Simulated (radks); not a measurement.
Trend from Mg3+ to Ar3+: ionisation energy by Delta-SCF between NIST ground configurations, and size. All-electron calculation, scalar-relativistic Kohn-Sham, PBE, spin-unpolarised, spherical densities, finite nucleus; Fermi nuclear charge, rms radius of each element as measured or else 0.836 A^(1/3) + 0.57 fm. Program: a radial shooting solver on a logarithmic mesh with Libxc functionals.

[
 {"species": "Mg3+", "configuration": "[He] 2s2 2p5", "IE (eV)": "112.27", "NIST (eV)": "109.27", "kind": "semi-emp.", "outermost": "2s", "<r> outermost (bohr)": "0.671"},
 {"species": "Al3+", "configuration": "[Ne]", "IE (eV)": "121.14", "NIST (eV)": "119.99", "kind": "exp.", "outermost": "2s", "<r> outermost (bohr)": "0.623"},
 {"species": "Si3+", "configuration": "[Ne] 3s1", "IE (eV)": "45.153", "NIST (eV)": "45.142", "kind": "exp.", "outermost": "3s", "<r> outermost (bohr)": "1.85"},
 {"species": "P3+", "configuration": "[Ne] 3s2", "IE (eV)": "52.006", "NIST (eV)": "51.444", "kind": "exp.", "outermost": "3s", "<r> outermost (bohr)": "1.67"},
 {"species": "S3+", "configuration": "[Ne] 3s2 3p1", "IE (eV)": "46.797", "NIST (eV)": "47.22", "kind": "semi-emp.", "outermost": "3p", "<r> outermost (bohr)": "1.66"},
 {"species": "Cl3+", "configuration": "[Ne] 3s2 3p2", "IE (eV)": "52.243", "NIST (eV)": "53.2", "kind": "semi-emp.", "outermost": "3p", "<r> outermost (bohr)": "1.52"},
 {"species": "Ar3+", "configuration": "[Ne] 3s2 3p3", "IE (eV)": "57.635", "NIST (eV)": "59.6", "kind": "semi-emp.", "outermost": "3p", "<r> outermost (bohr)": "1.40"}
]

Reference values: NIST Atomic Spectra Database (exp. = measured, semi-emp. = semi-empirical, theory = theoretical value adopted there). Spin polarisation and multiplet splitting are left out, so open shells lie too high by an amount that depends on their filling.

Beside tabulated values, note that spin-unpolarised runs miss the spin-polarisation part of the exchange energy of open shells.
